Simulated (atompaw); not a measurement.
**Cutoff test, Pr, PAW (atompaw)**

```
Element                 : praseodymium
Generator               : atompaw 4.2.0.5
Type                    : PAW
Functional              : PBE
Relativity              : scalar-relativistic
Frozen core             : [Kr]
Valence charge          : 23
Reference configuration : 4d10 4f3 5s2 5p6 5d0 6s2 6p0
Partial waves           : 5s (bound): rc 1.80 bohr; 6s (bound): rc 3.00 bohr; 5p (bound): rc 2.40 bohr; 6p (bound, empty): rc 3.00 bohr; 4d (bound): rc 0.80 bohr; 5d (bound, empty): rc 1.10 bohr; 4f (bound): rc 1.70 bohr; 4f channel at 1.2 Ry: rc 1.70 bohr
Local potential         : troulliermartins scheme with l = 4 at 1 Ry, radius 2.85 bohr
Core correction         : smooth core density matched at 1.85 bohr
Augmentation charge     : besselshape compensation charge, radius 2.25 bohr; PAW radius 3.00 bohr; waves and projectors: modrrkj vanderbiltortho
```

The pseudo-atom Hamiltonian at the reference potential is diagonalised in spherical Bessel functions j_l(qr) that vanish at 20 bohr, with q² up to the cutoff. All-electron valence levels (Ry): 5s -2.8685, 6s -0.2545, 5p -1.5783, 6p -0.0915, 4d -8.1221, 5d -0.1488, 4f -0.0920.

Question: How do the lowest levels (Ry) of each channel move with the cutoff, and are there ghosts?

Answer:

| cutoff (Ry) | s #1 | s #2 | p #1 | p #2 | d #1 | d #2 | f #1 | f #2 | Σ f·Δε (mRy) |
| --- | --- | --- | --- | --- | --- | --- | --- | --- | --- |
| 8 | -2.8657 | -0.2545 | -1.5583 | -0.0909 | -0.3919 | 0.0294 | 0.0875 | 0.1937 | 77965.6 |
| 18 | -2.8683 | -0.2545 | -1.5780 | -0.0915 | -0.8256 | 0.0188 | 0.0873 | 0.1923 | 73504.5 |
| 35 | -2.8685 | -0.2545 | -1.5783 | -0.0915 | -2.9200 | -0.0230 | -0.0833 | 0.0881 | 52046.6 |
| 55 | -2.8685 | -0.2545 | -1.5783 | -0.0915 | -6.4581 | -0.1317 | -0.0909 | 0.0880 | 16642.7 |
| 90 | -2.8685 | -0.2545 | -1.5783 | -0.0915 | -7.9569 | -0.1486 | -0.0919 | 0.0880 | 1651.4 |
| 140 | -2.8685 | -0.2545 | -1.5783 | -0.0915 | -8.1194 | -0.1488 | -0.0920 | 0.0880 | 26.9 |
| 230 | -2.8685 | -0.2545 | -1.5783 | -0.0915 | -8.1218 | -0.1488 | -0.0920 | 0.0880 | 3.0 |
| 400 | -2.8685 | -0.2545 | -1.5783 | -0.0915 | -8.1221 | -0.1488 | -0.0920 | 0.0880 | 0.0 |

Result: no extra level below or beside the all-electron valence levels (s, p, d, f tested); 10 mRy is reached at 200 Ry and 1 mRy at over 300 Ry.
